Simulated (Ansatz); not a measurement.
Sn(F)2(Cl)(Me) (CH3ClF2Sn), SMILES [CH3][Sn]([F])([F])[Cl].

Coordinates come from a B3LYP-D3(BJ)/def2-SVP optimisation. The structure was generated by enumeration; whether it is a known compound was not checked. The def2 effective core potentials stand for the cores of Sn; spin–orbit coupling is left out.

Two levels are set side by side: PBE/def2-SVPD (Ansatz, an electronic-structure program) and PBE0/def2-SVPD (Ansatz). Energy differences of separate SCF runs at the same geometry; the states with an electron removed or added have multiplicity 2 and 2. Differences are taken from unrounded values.

```tsv
quantity	PBE0	PBE	PBE minus PBE0
vertical ionisation energy (eV)	11.74	11.24	-0.50
vertical electron affinity (eV)	0.60	0.74	0.14
vertical singlet–triplet gap (eV)	5.34	4.82	-0.52
```
